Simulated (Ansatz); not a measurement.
Al₁₃P₁₃H₃₄, a nanocrystal cut from zinc blende AlP (hydrogen-capped). Charge 0, multiplicity 1. Geometry r2SCAN-D4/def2-SVP.

```xyz
60

Al   -2.944    0.936   -3.745
Al    0.090    3.923   -2.458
Al   -3.101   -2.790   -2.748
Al    0.962   -4.203   -1.010
Al    3.049    2.587   -1.529
Al    3.869   -1.544   -0.516
Al    0.299   -0.356   -1.994
Al   -2.147    1.707    0.363
Al   -1.182   -2.015    1.126
Al    1.399    0.752    1.536
Al    0.534    4.556    1.214
Al    2.049   -2.758    3.020
Al   -1.274    0.042    4.959
P    -1.562   -1.002   -3.305
P     1.160    1.734   -2.711
P    -3.692    1.162   -1.414
P    -1.101    3.704   -0.357
P     1.915   -2.093   -1.774
P    -2.878   -2.969   -0.286
P     0.552   -3.585    1.310
P     4.535    0.632   -1.317
P     2.200    2.820    0.706
P     2.997   -0.994    1.643
P    -0.441    0.029    0.229
P    -2.149   -1.525    3.273
P     0.614    1.077    3.797
H    -4.189    0.550   -4.656
H    -2.066    2.241   -3.986
H     1.440    4.675   -1.984
H    -0.742    4.477   -3.687
H    -4.568   -2.167   -2.858
H    -2.704   -4.185   -3.388
H     2.045   -5.359   -1.149
H    -0.511   -4.326   -1.629
H     3.974    3.703   -2.162
H     5.037   -2.615   -0.550
H    -2.825    1.686    1.807
H     1.062    5.989    0.771
H     0.092    4.283    2.730
H     3.137   -3.821    3.479
H     1.109   -2.000    4.085
H    -0.716   -0.830    6.162
H    -2.391    1.165    5.097
H    -0.994   -1.369   -4.559
H     1.576    1.606   -4.066
H    -4.709    2.153   -1.339
H    -4.478    0.038   -1.035
H    -2.142    4.675   -0.387
H     2.396   -2.361   -3.088
H    -2.923   -4.335    0.096
H    -4.117   -2.558    0.283
H    -0.151   -4.692    1.871
H     5.152    0.447   -2.585
H     5.700    1.002   -0.589
H     3.345    3.060    1.519
H     4.083   -0.416    2.363
H    -3.500   -1.164    3.018
H    -2.377   -2.784    3.893
H     0.439    2.486    3.895
H     1.764    0.922    4.617
```

Single mean-field runs in def2-SVP are fitted with def2-universal-jkfit.

Estimate the orbital energies around the gap (eV) in Ansatz with PBE-D4/def2-SVP, r2SCAN-D4/def2-SVP, PBE0-D4/def2-SVP.


```json
{"orbital": "HOMO−9", "PBE-D4/def2-SVP": "-6.79", "r2SCAN-D4/def2-SVP": "-7.12", "PBE0-D4/def2-SVP": "-7.93"}
{"orbital": "HOMO−8", "PBE-D4/def2-SVP": "-6.70", "r2SCAN-D4/def2-SVP": "-7.03", "PBE0-D4/def2-SVP": "-7.85"}
{"orbital": "HOMO−7", "PBE-D4/def2-SVP": "-6.67", "r2SCAN-D4/def2-SVP": "-7.00", "PBE0-D4/def2-SVP": "-7.83"}
{"orbital": "HOMO−6", "PBE-D4/def2-SVP": "-6.59", "r2SCAN-D4/def2-SVP": "-6.92", "PBE0-D4/def2-SVP": "-7.72"}
{"orbital": "HOMO−5", "PBE-D4/def2-SVP": "-6.56", "r2SCAN-D4/def2-SVP": "-6.88", "PBE0-D4/def2-SVP": "-7.67"}
{"orbital": "HOMO−4", "PBE-D4/def2-SVP": "-6.55", "r2SCAN-D4/def2-SVP": "-6.87", "PBE0-D4/def2-SVP": "-7.65"}
{"orbital": "HOMO−3", "PBE-D4/def2-SVP": "-6.42", "r2SCAN-D4/def2-SVP": "-6.74", "PBE0-D4/def2-SVP": "-7.54"}
{"orbital": "HOMO−2", "PBE-D4/def2-SVP": "-6.41", "r2SCAN-D4/def2-SVP": "-6.72", "PBE0-D4/def2-SVP": "-7.50"}
{"orbital": "HOMO−1", "PBE-D4/def2-SVP": "-6.38", "r2SCAN-D4/def2-SVP": "-6.69", "PBE0-D4/def2-SVP": "-7.45"}
{"orbital": "HOMO", "PBE-D4/def2-SVP": "-6.18", "r2SCAN-D4/def2-SVP": "-6.49", "PBE0-D4/def2-SVP": "-7.31"}
{"orbital": "LUMO", "PBE-D4/def2-SVP": "-2.41", "r2SCAN-D4/def2-SVP": "-2.31", "PBE0-D4/def2-SVP": "-1.75"}
{"orbital": "LUMO+1", "PBE-D4/def2-SVP": "-2.27", "r2SCAN-D4/def2-SVP": "-2.17", "PBE0-D4/def2-SVP": "-1.62"}
{"orbital": "LUMO+2", "PBE-D4/def2-SVP": "-2.20", "r2SCAN-D4/def2-SVP": "-2.08", "PBE0-D4/def2-SVP": "-1.53"}
{"orbital": "LUMO+3", "PBE-D4/def2-SVP": "-1.96", "r2SCAN-D4/def2-SVP": "-1.79", "PBE0-D4/def2-SVP": "-1.23"}
{"orbital": "LUMO+4", "PBE-D4/def2-SVP": "-1.90", "r2SCAN-D4/def2-SVP": "-1.72", "PBE0-D4/def2-SVP": "-1.18"}
{"orbital": "LUMO+5", "PBE-D4/def2-SVP": "-1.82", "r2SCAN-D4/def2-SVP": "-1.66", "PBE0-D4/def2-SVP": "-1.11"}
```
